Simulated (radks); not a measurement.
Values are calculated unless marked as measured or tabulated.
Effect of the nuclear size on neutral palladium, [Kr] 4d10. Level of theory: Dirac Kohn-Sham, BLYP, spin-unpolarised, spherical densities, finite nucleus; Fermi nuclear charge, rms radius 4.5318 fm (a radial shooting solver on a logarithmic mesh with Libxc functionals). The rms radius is varied about that value; shifts are against it.

rms radius (fm),total energy shift (eV),density at nucleus (e/bohr^3),1s1/2 shift (meV),2s1/2 shift (meV),3p1/2 shift (meV),4s1/2 shift (meV),5s1/2 (empty) shift (meV)
4.0152,-0.539,1.349e+05,-227,-25.2,0.259,-0.885,-0.056
4.0922,-0.462,1.346e+05,-195,-21.6,0.223,-0.759,-0.048
4.5318,0,1.328e+05,0.000,0.000,0.000,0.000,0.000
4.7493,0.244,1.32e+05,103,11.4,-0.117,0.400,0.025
5.3792,1.01,1.299e+05,424,47.0,-0.484,1.65,0.105

Slopes of the eigenvalues against <r^2> in GHz/fm^2, as finite differences over the two radii next to the reference (eigenvalue slopes, not the field-shift constants of lines): 1s1/2 12400, 2s1/2 1370, 3p1/2 -14.1, 4s1/2 48.2, 5s1/2 (empty) 3.05.
